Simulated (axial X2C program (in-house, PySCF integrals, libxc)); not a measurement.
## Spin–orbit effects down a group: molecules with C (ions), PBE0

Calculated with an in-house relativistic program for diatomic molecules, spin-free (one-electron X2C) or two-component (2c: spin–orbit coupling with atomic mean-field Coulomb and Gaunt terms, which also bring small scalar terms), in Dyall basis sets with cores contracted in-house; open shells are unrestricted.

Basis sets: C dyall-v3z, H dyall-v3z, K dyall-cv3z, Li dyall-cv3z, Rb dyall-cv3z.

| molecule | spin-free state | Re (Å) | ωe (cm⁻¹) | De (eV) | 2c state | Re 2c (Å) | ωe 2c (cm⁻¹) | De 2c (eV) |
| --- | --- | --- | --- | --- | --- | --- | --- | --- |
| CH⁺ | M_S = 0, Λ = 0 | 1.140 | 2807.4 | 4.11 | Ω = 0 | 1.140 | 2807.3 | 4.11 |
| LiC⁺ | M_S = 1, Λ = 1 | 2.288 | 328.2 | 0.42 | Ω = 2 | 2.288 | 328.1 | 0.42 |
| KC⁺ | M_S = 1, Λ = 1 | 3.160 | 127.8 | 0.10 | Ω = 2 | 3.160 | 127.8 | 0.09 |
| RbC⁺ | M_S = 1, Λ = 1 | 3.342 | 107.2 | 0.07 | Ω = 2 | 3.343 | 107.1 | 0.06 |

Task: Work out the shifts from the spin-free to the two-component result.

Result: 

| molecule | 2c state | ΔRe (Å) | Δωe (cm⁻¹) | ΔDe (eV) |
| --- | --- | --- | --- | --- |
| CH⁺ | Ω = 0 | 0.000 | -0.1 | 0.00 |
| LiC⁺ | Ω = 2 | 0.000 | -0.1 | 0.00 |
| KC⁺ | Ω = 2 | 0.000 | 0.0 | -0.01 |
| RbC⁺ | Ω = 2 | 0.001 | -0.1 | -0.01 |

Shifts of one unit in the last digit are rounding.

Fragments in 2c: C+ + H, C + Li+, K+ + C, Rb+ + C. Each entry is the lowest single determinant of a limited PBE0 search at one distance. De goes to single-determinant-based atoms at the same level (for ions the charge split of lowest energy) and is withheld (n/a) where an atom does not fit its ground term or J level. Main or longest-lived isotopes. One determinant is a doubtful description, or other states lie close, for LiC⁺, KC⁺, RbC⁺; these need not be ground states, and all values refer to the states named. Some open-shell Ω = 0 determinants are out of reach, so the Ω given for LiC⁺, KC⁺, RbC⁺ need not be the lowest component. With several unpaired electrons the Ω given is that of one determinant, not necessarily of the lowest component. Some light 2c atoms are not at their ground J level, so De misses part of their lowering (0.04 eV or less). The functionals have no current term, which raises determinants with orbital currents. Where the atoms have a lower orbital projection than the molecule, De at mean-field level may be about a tenth of an eV too small.
